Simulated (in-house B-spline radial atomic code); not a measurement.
# Solving the quasi-particle equation for 2s up of B III (B2+)

Configuration [He] 2s1, highest spin, start r2SCAN, empty levels kept to 360 hartree. Computed with a B-spline radial code for spherical atoms: all electrons, non-relativistic, point nucleus, each spin shell either full or empty, empty states to l = 9 with an (l + 1/2)⁻⁴ tail; G0W0 by contour deformation at full frequency.

RPA overbinds a lone outer s electron by self-correlation, and G0W0 tends to as well.

At the mean-field level ε = -32.907 eV the matrix elements are Σx = -16.777 eV, v_xc = -11.849 eV and Σc(ε) = -1.54 eV, and the slope of the correlation self-energy is dΣc/dω = -0.0923. The quasi-particle energy solves E = ε + Σx − v_xc + Σc(E).

Question: What does the linearised equation give?

Answer: Z = 1/(1 − dΣc/dω) = 1/1.0923 = 0.9155. The first-order shift is Σx − v_xc + Σc(ε) = -16.777 − (-11.849) + (-1.54) = -6.468 eV, so E ≈ ε + Z × shift = -32.907 + 0.9155 × (-6.468) = -38.828 eV.

Question: How does that compare with the full solution and with static screening?

Answer: Solving the equation at full frequency dependence gives E = -38.935 eV, where Σc = -1.100 eV and the weight is 0.943; the linearised value is off by 107 meV. Leaving Z out would give -39.375 eV. Static COHSEX puts -3.201 eV in place of Σc and gives -41.036 eV, 2.10 eV deeper. The tabulated removal energy is 37.931 eV (NIST, measured); the run leaves out relativity, Breit and QED terms.
